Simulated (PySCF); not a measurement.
Work out the structure from these simulated measurements.

Formula: C7H12.

| Property | Result |
| --- | --- |
| Triplet | lowest triplet excitation (Tamm–Dancoff): 4.58 eV [TDA wB97X-D/def2-SVPD] |
| Rotational structure | rotational constants A, B, C: 4.137, 2.529, 1.790 GHz [GFN2-xTB] |
| UV, first state | lowest singlet excitation: 7.10 eV (175 nm, f = 0.295) [TDDFT wB97X-D/def2-SVPD] |
| 1H NMR | chemical shifts (computed TMS as zero) by class: 4.97 (2 H), 2.18 (4 H), 1.59 (4 H), 1.56 (2 H) ppm [GIAO PBE0/pcSseg-1] |
| Polarisability | 80.8 au [wB97X-D/def2-SVPD] |
| Dipole | 0.68 D [wB97X-D/def2-SVPD] |
| 13C NMR | chemical shifts (computed TMS as zero) by class: 158.7 (1 C), 112.9 (1 C), 40.1 (2 C), 33.2 (2 C), 30.7 (1 C) ppm [GIAO PBE0/pcSseg-1] |

The electronic properties come from PySCF, for the isolated species, density fitting. Levels stand in brackets. Geometry: GFN2-xTB, one conformer, isolated molecule. Each NMR value is the plain mean over a class of atoms that symmetry, rotation or inversion makes alike.

Q: What is the compound? Reason from the data.

A: Numbering: `[CH2:1]=[C:2]1[CH2:3][CH2:4][CH2:5][CH2:6][CH2:7]1`. Its formula, C7H12, gives 2 degrees of unsaturation: 1 ring and 1 π bond in the structure found. 7 carbons fall into 5 classes; from least to most shielded: fully substituted alkene carbon [C2] (158.7 ppm), terminal =CH2 carbon [C1] (112.9 ppm), allylic carbon [C3/C7] (40.1 ppm, 2 C), ring CH2 carbon [C4/C6] (33.2 ppm, 2 C), ring CH2 carbon [C5] (30.7 ppm). Hydrogen classes from least to most shielded: 2 H on a terminal =CH2 carbon, C1 (4.97 ppm), 4 H on 2 allylic carbons, C3/C7 (2.18 ppm), 4 H on 2 ring CH2 carbons, C4/C6 (1.59 ppm, a mean of values up to 0.6 ppm apart in this geometry), 2 H on a ring CH2 carbon, C5 (1.56 ppm, a mean of values up to 0.5 ppm apart in this geometry). The optimised geometry has point group Cs and is an asymmetric top. Structure: methylenecyclohexane (`C1(=C)CCCCC1`). Computed isomers that give other values at the same levels: `C=C=CCCCC` (13C chemical shifts (computed TMS as zero) by class: 220.4 (1 C), 96.8 (1 C), 77.3 (1 C), 39.3 (1 C), 36.9 (1 C), 28.6 (1 C), 17.3 (1 C) ppm); `C[C@@H]1C[C@@]12C[C@@H]2C` (13C chemical shifts (computed TMS as zero) by class: 23.7 (1 C), 20.2 (1 C), 19.5 (1 C), 17.3 (1 C), 16.1 (1 C), 14.3 (1 C), 13.4 (1 C) ppm); `C=C(/C=C/C)CC` (13C chemical shifts (computed TMS as zero) by class: 157.0 (1 C), 139.2 (1 C), 133.2 (1 C), 120.9 (1 C), 30.9 (1 C), 22.9 (1 C), 18.6 (1 C) ppm). The assignments are read from this structure; whether some other isomer fits the data as well wasn't checked.
